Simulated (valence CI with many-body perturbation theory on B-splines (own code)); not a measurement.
## Energy levels of Eu LVIII

Level of theory: configuration interaction combined with many-body perturbation theory (CI+MBPT): four valence electrons over a frozen Dirac-Fock core [He], radial functions for each j: 11 s, 11 p, 10 d, 8 f, 5 g, 2 h, with the one-electron correlation potential Σ1 (screened to all orders), the two-electron term Σ2, the three-electron term Σ3, Breit, model QED; selected single and double excitations, second order for the rest, scaled by the run's own slope (own B-spline code, finite nucleus).

The last digits are not significant, and no measured levels were compared; by estimate large intervals hold to a few tenths of a per cent, small ones and those within an open d or f shell to about a per cent. Among the levels kept, up to 910 cm⁻¹ of a level comes from second order outside the variational space, and about a tenth of that is noise between levels of different J, which matters for small intervals.

Levels 181 to 207 of 207, with energies above the lowest level, (2s^2 2p1/2^2) J=0. "Leading %" is the weight of the configuration and term that name the level; weights of strongly mixed levels are sums over their largest components and can fall short, so below about 35 % the name and the second component can differ from the true leading terms, or belong to a minority configuration. In the jj column 3d3/2^4 stands for four electrons in 3d with j = 3/2. Lifetimes count E1, E2, E3, M1 and M2 decay at the calculated energies, and are blank where another channel may lead or the interval is too uncertain; long ones can be off by a factor of two.

| No. | Configuration | Term | J | E (eV) | Leading % | Lifetime | g | Leading jj |
| --- | --- | --- | --- | --- | --- | --- | --- | --- |
| 181 | 2s2p²3d | ³D | 1 | 9194.7 | 68 | 1.48 fs | 0.738 | 2s 2p3/2^2 3d3/2 (96 %) |
| 182 | 2s2p²3d | ³P | 0 | 9201.0 | 71 | 915 as |  | 2s 2p3/2^2 3d3/2 (86 %) |
| 183 | 2s2p²3d | ³F | 4 | 9227.2 | 64 | 91.0 fs | 1.180 | 2s 2p3/2^2 3d5/2 (97 %) |
| 184 | 2s2p²3d | ³D | 3 | 9229.7 | 76 | 36.6 fs | 1.279 | 2s 2p3/2^2 3d5/2 (98 %) |
| 185 | 2s2p²3d | ³D | 3 | 9235.3 | 47 | 1.07 fs | 1.233 | 2s 2p3/2^2 3d5/2 (98 %) |
| 186 | 2s2p²3d | ¹D | 2 | 9242.8 | 50 | 7.18 fs | 1.066 | 2s 2p3/2^2 3d5/2 (96 %) |
| 187 | 2s2p²3d | ³P | 1 | 9245.9 | 38 | 1.07 fs | 1.181 | 2s 2p3/2^2 3d5/2 (96 %) |
| 188 | 2s2p²3d | ¹D | 2 | 9259.2 | 37 | 691 as | 1.134 | 2s 2p3/2^2 3d5/2 (94 %) |
| 189 | 2p³3p | ⁵P | 3 | 9279.7 | 54 | 4.62 fs | 1.383 | 2p1/2 2p3/2^2 3p3/2 (99 %) |
| 190 | 2p³3p | ³P | 2 | 9282.2 | 38 | 3.99 fs | 1.415 | 2p1/2 2p3/2^2 3p3/2 (98 %) |
| 191 | 2p³3p | ³P | 0 | 9282.4 | 99 | 4.15 fs |  | 2p1/2 2p3/2^2 3p3/2 (98 %) |
| 192 | 2p³3p | ¹P | 1 | 9296.8 | 48 | 4.11 fs | 0.984 | 2p1/2 2p3/2^2 3p3/2 (98 %) |
| 193 | 2p³3p | ³D | 3 | 9302.1 | 68 | 4.63 fs | 1.208 | 2p1/2 2p3/2^2 3p3/2 (99 %) |
| 194 | 2p³3p | ³F | 4 | 9303.0 | 98 | 4.80 fs | 1.228 | 2p1/2 2p3/2^2 3p3/2 (98 %) |
| 195 | 2p³3p | ³P | 1 | 9328.3 | 77 | 4.36 fs | 1.442 | 2p1/2 2p3/2^2 3p3/2 (99 %) |
| 196 | 2p³3p | ¹D | 2 | 9340.7 | 51 | 4.58 fs | 1.145 | 2p1/2 2p3/2^2 3p3/2 (99 %) |
| 197 | 2p³3d | ⁵D° | 1 | 9348.3 | 46 | 8.90 fs | 1.026 | 2p1/2 2p3/2^2 3d3/2 (99 %) |
| 198 | 2p³3d | ³F° | 2 | 9349.8 | 40 | 11.0 fs | 1.066 | 2p1/2 2p3/2^2 3d3/2 (98 %) |
| 199 | 2p³3d | ⁵D° | 0 | 9350.8 | 54 | 5.63 fs |  | 2p1/2 2p3/2^2 3d3/2 (98 %) |
| 200 | 2p³3d | ³G° | 3 | 9355.7 | 40 | 5.81 fs | 1.080 | 2p1/2 2p3/2^2 3d3/2 (98 %) |
| 201 | 2p³3p | ³P | 1 | 9357.9 | 50 | 4.33 fs | 1.489 | 2p1/2 2p3/2^2 3p3/2 (100 %) |
| 202 | 2p³3p | ³D | 2 | 9361.0 | 45 | 4.32 fs | 1.143 | 2p1/2 2p3/2^2 3p3/2 (99 %) |
| 203 | 2p³3d | ³G° | 4 | 9369.6 | 52 | 149 fs | 1.034 | 2p1/2 2p3/2^2 3d3/2 (100 %) |
| 204 | 2p³3d | ³F° | 3 | 9383.9 | 40 | 1.19 fs | 1.142 | 2p1/2 2p3/2^2 3d3/2 (98 %) |
| 205 | 2p³3d | ³P° | 2 | 9385.6 | 35 | 1.17 fs | 1.214 | 2p1/2 2p3/2^2 3d3/2 (96 %) |
| 206 | 2p³3d | ³P° | 1 | 9391.4 | 35 | 1.05 fs | 1.360 | 2p1/2 2p3/2^2 3d3/2 (94 %) |
| 207 | 2p³3d | ⁵D° | 4 | 9398.8 | 55 | 143 fs | 1.284 | 2p1/2 2p3/2^2 3d5/2 (100 %) |
